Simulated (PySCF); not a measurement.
## Ionisation energy of Tb³²⁺ by level of theory

Tb³²⁺ [Ar] 3d10 4s2 4p3 [4p1/2^2 4p3/2^1, M_J = 3/2] → Tb³³⁺ [Ar] 3d10 4s2 4p2 [4p1/2^2, M_J = 0], as a difference of total energies. Computed with PySCF 2.14 in an uncontracted even-tempered set (17 s from 3.1 bohr⁻², ratio 2.8; 13 p from 4.1 bohr⁻², ratio 2.8; 8 d from 7.2 bohr⁻², ratio 2.8; 4 f from 19 bohr⁻², ratio 3), with the two-component X2C-1e Hamiltonian. Correlated levels: [Ne] frozen; the 74 highest virtual spinors dropped. "Screened" scales the spin-orbit matrix elements by Boettger's factors to mimic the two-electron term; Breit and QED terms are absent.

| method | ionisation energy (eV) |
| --- | --- |
| GHF (spin-free) | 1316.8 |
| GMP2 (spin-free) | 1317.8 |
| GHF (screened spin-orbit) | 1296.7 |
| GMP2 (screened spin-orbit) | 1297.5 |

Breit and QED terms and the two-electron picture change are absent.

The spin-free rows relax to the high-spin LS determinant and lack the spin-orbit shift.

The labels give the starting determinants; with spin-orbit coupling the two ends relaxed to ⟨J²⟩ = 3.75, ⟨L²⟩ = 2.38, ⟨S²⟩ = 1.62 and ⟨J²⟩ = 0.00, ⟨L²⟩ = 1.36, ⟨S²⟩ = 1.36.

For comparison: 1301 ± 4 eV (theoretical estimate listed by NIST; NIST Atomic Spectra Database, ionization energies).
